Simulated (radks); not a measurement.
All-electron atom: Hf53+ in [Ar] 3d1.

Calculated with a radial shooting solver on a logarithmic mesh with Libxc functionals: scalar-relativistic Kohn-Sham, LB94 model potential, spin-polarised, spherical densities, finite nucleus; open shells are filled with parallel spins first (spin-orbit coupling, left out, can overturn this in heavy ions); Fermi nuclear charge, rms radius 5.347 fm.

Energy parts (hartree):
part                   energy
kinetic            13769.9382
electron-nucleus  -27472.1385
Hartree             1533.2868
(The LB94 potential has no energy functional, so no total or exchange-correlation energy is given.)

Orbitals (lengths in bohr, moments of r in powers of bohr; <r^-3> diverges for s and p1/2; r(max) is where P^2 peaks):
| orbital | occ. | eigenvalue (hartree) | <r^-3> | r(max) |
|---|---|---|---|---|
| 1s up | 1 | -2542.777 | - | 0.01190 |
| 1s down | 1 | -2542.784 | - | 0.01190 |
| 2s up | 1 | -545.4321 | - | 0.06780 |
| 2s down | 1 | -545.4363 | - | 0.06779 |
| 2p up | 3 | -496.0949 | 18140 | 0.05541 |
| 2p down | 3 | -496.1071 | 18150 | 0.05541 |
| 3s up | 1 | -209.9876 | - | 0.1846 |
| 3s down | 1 | -209.7196 | - | 0.1847 |
| 3p up | 3 | -195.2842 | 4706 | 0.1805 |
| 3p down | 3 | -195.0157 | 4700 | 0.1806 |
| 3d up | 1 | -181.0545 | 637.5 | 0.1432 |
| 3d down | 0 | -180.8024 | 638.3 | 0.1431 |
| 4s up | 0 | -110.2257 | - | 0.3720 |
| 4s down | 0 | -110.1321 | - | 0.3722 |
| 4p up | 0 | -104.3153 | 1836 | 0.3758 |
| 4p down | 0 | -104.2252 | 1835 | 0.3760 |

The highest occupied level is 3d up at -4926.7 eV. Spin moment in Bohr magnetons: 1. For comparison, the ionisation energy in NIST's Atomic Spectra Database is 4980 eV (theoretical). In exact Kohn-Sham theory the highest level is minus the ionisation energy, but local and semilocal functionals leave it too shallow, through self-interaction and a potential that decays too fast; potentials with the right tail come closer. The electron density at the nucleus is 1.281e+06 e/bohr^3 (large components only). Summed over all electrons, <r^2> = 0.4313 bohr^2, which gives a Langevin (diamagnetic) susceptibility term of -0.342 x 10^-6 cm^3/mol.
